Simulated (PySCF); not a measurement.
# Gas-phase XPS of `N[SiH2]B(O)O`, computed

BH₆NO₂Si.
Geometry (PBE0-D3(BJ)/def2-SVP, Å), atoms numbered from 1 in this order:
```
atom  x, y, z in Å
N1     1.7597    0.2386   -0.9995
Si2    0.8020   -0.2505    0.3787
B3    -1.1562   -0.2096   -0.1873
O4    -1.7607   -1.3707   -0.5459
O5    -1.8923    0.9381   -0.2653
H6     1.6117   -0.2653   -1.8684
H7     2.7553    0.3811   -0.8607
H8     1.1598   -1.5811    0.9840
H9     1.0649    0.7735    1.4460
H10   -2.6751   -1.2170   -0.8205
H11   -1.3982    1.7233   -0.0127
```

Method: PySCF 2.14.0, delta-SCF UKS SCAN, pcX-2 on the ionised atom, pcseg-1 elsewhere, spin-free X2C. These are vertical core ionisation energies against the vacuum level, from separate self-consistent calculations with and without the core hole.

What binding energy does each computed site have?

```csv
atom(s),environment,level,binding energy (eV),2p1/2 (eV),count
Si2,SiH2 silicon,Si 1s,1846.30,–,1
O4/O5,boron-bound oxygen,O 1s,539.10,–,2
N1,silicon-bound nitrogen,N 1s,404.60,–,1
B3,three-coordinate boron,B 1s,197.08,–,1
Si2,SiH2 silicon,Si 2p3/2,106.50,107.13,1
```

Which effective nuclear charge Zeff reproduces each element's mean 1s value in the hydrogen-like formula E = 13.606 eV × Zeff²?

B (Z = 5): mean 197.1 eV, Zeff = 3.81, Z − Zeff = 1.19; N (Z = 7): mean 404.6 eV, Zeff = 5.45, Z − Zeff = 1.55; O (Z = 8): mean 539.1 eV, Zeff = 6.29, Z − Zeff = 1.71; Si (Z = 14): mean 1846.3 eV, Zeff = 11.65, Z − Zeff = 2.35. Means run over the listed sites, weighted by atom count.

What is the longest wavelength that can ionise B 1s of B3 vertically?

λ = hc/E = 12398.42 eV Å / 197.08 eV = 62.911 Å.

One atom of each set of topologically equivalent atoms was ionised and stands for the set; in this conformer not all members are related by symmetry, and their own values weren't computed. For 2p shells one spin-free hole was relaxed; a mean-field spin–orbit operator and the ground-state splitting of the three 2p orbitals were then diagonalised within the shell. The shell's mean is (2 × 2p3/2 + 2p1/2)/3, and the degeneracies 2j + 1 give areas of 2:1. 2p1/2 minus 2p3/2 (ligand field included): Si 0.62 eV. Isolated species at its PBE0-D3(BJ)/def2-SVP geometry (one conformer only).
